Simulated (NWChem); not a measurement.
System: HTeSI; SMILES S[Te]I

The following NWChem deck was run.

```
start job
memory heap 200 mb stack 900 mb global 1100 mb
geometry units angstroms noautoz
  Te     0.597367    -0.974254    -0.003721
  I     -0.080228     1.668844     0.014789
  S     -1.529352    -2.063865     0.061666
  H     -1.755570    -2.087333    -1.273451
end
basis spherical
  * library def2-svp
end
ecp
  Te library def2-ecp
  I library def2-ecp
end
dft
  xc xpbe96 cpbe96
  iterations 150
  mulliken
end
task dft gradient
```

Output (shortened):

```
             Northwest Computational Chemistry Package (NWChem) 7.3.0
             --------------------------------------------------------

 C1  symmetry detected

                             Geometry "geometry" -> ""
                             -------------------------

 Output coordinates in angstroms (scale by  1.889725989 to convert to a.u.)

  No.       Tag          Charge          X              Y              Z
 ---- ---------------- ---------- -------------- -------------- --------------
    1 Te                  52.0000     0.61469832    -0.98271677     0.00397157
    2 I                   53.0000    -0.12192102     1.64460781     0.00542549
    3 S                   16.0000    -1.48775503    -2.11940858     0.04961094
    4 H                    1.0000    -1.69841774    -2.15240439    -1.28784756

 Effective nuclear repulsion energy (a.u.)     852.9846202916

 Summary of "ao basis" -> "ao basis" (spherical)
 ------------------------------------------------------------------------------
       Tag                 Description            Shells   Functions and Types
 ---------------- ------------------------------  ------  ---------------------
 Te                         def2-svp                10       26   4s4p2d
 I                          def2-svp                10       26   4s4p2d
 S                          def2-svp                 8       18   4s3p1d
 H                          def2-svp                 3        5   2s1p

            General Information
            -------------------
          SCF calculation type: DFT
          Wavefunction type:  closed shell.
          No. of atoms     :     4
          No. of electrons :    66
           Alpha electrons :    33
            Beta electrons :    33
          Charge           :     0
          Spin multiplicity:     1
          Use of symmetry is: off; symmetry adaption is: off
          Maximum number of iterations: 150
          AO basis - number of functions:    75
                     number of shells:    31
          Convergence on energy requested:  1.00D-06
          Convergence on density requested:  1.00D-05
          Convergence on gradient requested:  5.00D-04

              XC Information
              --------------
          PerdewBurkeErnzerhof Exchange Functional  1.000
            Perdew 1991 LDA Correlation Functional  1.000 local
           PerdewBurkeErnz. Correlation Functional  1.000 non-local

             Grid Information
             ----------------
          Grid used for XC integration:  medium
          Radial quadrature: Mura-Knowles
          Angular quadrature: Lebedev.
          Tag              B.-S. Rad. Rad. Pts. Rad. Cut. Ang. Pts.
          ---              ---------- --------- --------- ---------
          Te                  1.40      123           9.0       590
          I                   1.40      123          11.0       590
          S                   1.00       88          11.0       590
          H                   0.35       45          11.0       434
          Grid pruning is: on
          Number of quadrature shells:   379
          Spatial weights used:  Erf1

      Superposition of Atomic Density Guess
      -------------------------------------

 Sum of atomic energies:       -1056.19743574

      Non-variational initial energy
      ------------------------------

 Total energy =    -961.785633
 1-e energy   =   -2069.329752
 2-e energy   =     839.612259
 HOMO         =      -0.215681
 LUMO         =      -0.074469

     ---------------------------------------------
      Total Density - Mulliken Population Analysis
     ---------------------------------------------

    Atom       Charge   Shell Charges
 -----------   ------   -------------------------------------------------------
    1 Te  24    23.62   1.77  0.27  1.22  0.65  2.90  3.13  1.77  1.82  9.85  0.25
    2 I   25    25.29   1.83  0.22  1.24  0.68  2.93  3.13  2.58  2.67  9.83  0.20
    3 S   16    16.28   2.00  1.99  1.20  0.65  5.94  1.71  2.75  0.03
    4 H    1     0.81   0.59  0.19  0.03

   convergence    iter        energy       DeltaE   RMS-Dens  Diis-err
 ---------------- ----- ----------------- --------- --------- ---------
 d= 0,ls=0.0,diis     1   -964.1833925194 -1.23D+03  2.10D-02  3.68D-01
 d= 0,ls=0.0,diis     2   -964.1314231455  5.20D-02  1.59D-02  5.13D-01
 d= 0,ls=0.0,diis     3   -964.2106802412 -7.93D-02  7.08D-03  1.13D-01
 d= 0,ls=0.0,diis     4   -964.2331703427 -2.25D-02  1.93D-03  1.09D-02
 d= 0,ls=0.0,diis     5   -964.2352059499 -2.04D-03  6.95D-04  5.21D-04
  Resetting Diis
 d= 0,ls=0.0,diis     6   -964.2352271217 -2.12D-05  3.60D-04  4.00D-04
 d= 0,ls=0.0,diis     7   -964.2353110238 -8.39D-05  1.32D-04  1.09D-05
 d= 0,ls=0.0,diis     8   -964.2353068607  4.16D-06  9.87D-05  3.15D-05
 d= 0,ls=0.0,diis     9   -964.2353126599 -5.80D-06  2.38D-05  2.21D-06
 d= 0,ls=0.0,diis    10   -964.2353130896 -4.30D-07  3.78D-06  3.36D-08

         Total DFT energy =     -964.235313089618
      One electron energy =    -2069.987032837510
           Coulomb energy =      906.685543200830
    Exchange-Corr. energy =      -68.865683077911
 Nuclear repulsion energy =      267.931859624972

 Numeric. integr. density =       65.999996972609

                       DFT Final Molecular Orbital Analysis
                       ------------------------------------

[...]

                         DFT ENERGY GRADIENTS

    atom               coordinates                        gradient
                 x          y          z           x          y          z
   1 Te      1.161611  -1.857065   0.007505   -0.006323   0.002771  -0.000088
   2 I      -0.230397   3.107858   0.010253    0.001019  -0.006688  -0.000020
   3 S      -2.811449  -4.005101   0.093751    0.003956   0.003513  -0.006247
   4 H      -3.209544  -4.067455  -2.433679    0.001348   0.000404   0.006356
```

Level: PBE/def2-SVP with def2 effective core potentials on Te, I. Structure relaxed at the PBE0/def2-SVP level. def2 effective core potentials on Te, I; no spin-orbit coupling.
